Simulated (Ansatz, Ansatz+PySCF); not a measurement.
```xyz
4

C     0.0000    0.0000   -0.9399
S     0.0000    0.0000    0.5379
H     0.0000   -0.8553   -1.4837
H     0.0000    0.8553   -1.4837
```

Basis set: def2-SVP (spherical functions). Frozen core: 6 orbitals. Charge 0, multiplicity 1.

Computed with Ansatz (development build ahead of 0.2.0); each method stands on the lowest determinant of its kind that the runs found. Restricted open shells among the atoms or ions are ROHF, correlated in semicanonical orbitals with singles.

Problem. Give the atomization energy at this shape (free ground-state atoms in the same class of orbitals less the molecule, no zero-point energy) of singlet CH₂S by RHF-CCSD(T), RHF-MP2, RHF, UHF.

Solution.

| method | atomization energy |
| --- | --- |
| RHF-CCSD(T) | 12.34 eV |
| RHF-MP2 | 12.45 eV |
| RHF | 9.27 eV |
| UHF | 9.06 eV |

Caution: the shape is not the minimum.
